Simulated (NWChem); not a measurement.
Molecule: TiCl₃, doublet; SMILES [Cl][Ti]([Cl])[Cl]

```xyz
4

Ti     0.0073     0.0197     0.0123
Cl     2.1257    -0.2569    -0.4470
Cl    -0.8717    -0.9775     1.7442
Cl    -1.2398     1.2899    -1.2552
```
Atoms are numbered in this order, from 1.

Program: NWChem. Pople sets run with spherical d functions. Spin-unrestricted. The geometry was optimised at PBE0/def2-SVP, spin-unrestricted. No stability test was run on the SCF state. Vzz is the largest principal value of the second derivative of the potential at the nucleus (NWChem prints the opposite sign); η is the asymmetry. Non-relativistic.

For level PBE/def2-TZVP:

```
Quantity         Value
--------------  ------
Vzz Ti1 (a.u.)   0.606
Vzz Cl4 (a.u.)  -0.351
η Cl4             0.73
```

What are these values for level PBE/6-31G*?


| Quantity | Value |
|---|---|
| Vzz Ti1 (a.u.) | 0.515 |
| Vzz Cl4 (a.u.) | -0.317 |
| η Cl4 | 0.94 |
